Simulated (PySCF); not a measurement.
Compounds:

A. SMILES N#Cc1nc(O[SiH2]Cl)no1
B. `O1C(C)=C(O)OC1=O`
C. `InChI=1S/C6H4ClNO/c7-6-1-5(2-8)3-9-4-6/h3-4H,1H2`
D. `CC#CC1[SiH2]C[SiH2]1`

Spectrum 1. ¹³C{¹H} NMR (computed): δ 153.8 (C), 152.4 (C), 117.9 (C), 10.4 (CH3).

Spectrum 2. ¹³C{¹H} NMR (computed): δ 175.5 (C), 160.4 (C), 112.5 (C).

Spectrum 3. ¹³C{¹H} NMR (computed): δ 84.7 (C), 80.6 (C), 6.6 (CH), 5.4 (CH3), -7.8 (CH2).

Spectrum 4. ¹³C{¹H} NMR (computed): δ 159.7 (CH), 144.6 (CH), 127.4 (C), 121.3 (C), 92.3 (C), 33.7 (CH2).

- coordinates at the GFN2-xTB level
- shieldings: GIAO PBE0/pcSseg-1
- program: PySCF
- in vacuum, averaged over atoms made equivalent by symmetry, fast rotation or ring inversion, one conformer, non-relativistic

Shifts are taken against calculated references (same method and geometry level): TMS for ¹³C (σref 186.93). Shifts are as computed. Against solution values, carbons near 30 ppm lie about +3 ppm off and those near 130 ppm about +5 ppm; carbons on Cl a further +6 ppm (rms about the fit 2.1 ppm; single classes can miss by 10 ppm). Of 1328 compounds with measured shifts, 309 miss one by over three times the rms of a fit or turn the order of signals round; such compounds aren't used in these exercises. Signals without a measured value on file couldn't be tested in this way; 1H shifts scatter by 0.2 ppm about their fit, and single ones miss by 0.5 ppm. Carbons bonded to Cl come out too deshielded.

Question: Which spectrum belongs to which compound?

Answer: 1–B, 2–A, 3–D, 4–C.

- Spectrum 1 (B): 4 ¹³C signals; δC 10.4 is a methyl carbon on an unsaturated ring; δC 153.8 is a unsaturated ring carbon.
- Spectrum 2 (A): 3 ¹³C signals; δC 175.5 is an aromatic carbon bearing oxygen; δC 112.5 is a nitrile carbon.
- Spectrum 3 (D): 5 ¹³C signals; δC 84.7 is an alkyne carbon; δC 80.6 is an alkyne carbon.
- Spectrum 4 (C): 6 ¹³C signals; δC 159.7 is an alkene carbon bearing oxygen; δC 144.6 is an alkene carbon bearing oxygen.
